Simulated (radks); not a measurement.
Exchange energies: the exact (Fock) value of the Kohn-Sham orbitals and density-functional approximations, in hartree. Species: Te+ [Kr] 4d10 5s2 5p3; He [He]. Calculated with a radial shooting solver on a logarithmic mesh with Libxc functionals: non-relativistic Kohn-Sham, PBE, spin-polarised, spherical densities, point nucleus. Every spin shell is full or empty, so the densities are truly spherical. Functionals are evaluated on that one density, not self-consistently.

functional       Te+        He
exact       -168.586  -1.01337
LDA          -160.50  -0.87522
B88          -168.60   -1.0165
PBEsol       -164.79  -0.95917
revPBE       -168.08   -1.0201
OPTX         -170.71   -1.0169
AM05         -161.04  -0.90824
EV93         -168.02   -1.0677
r2SCAN       -168.39   -1.0202
MVS          -168.69   -1.0209
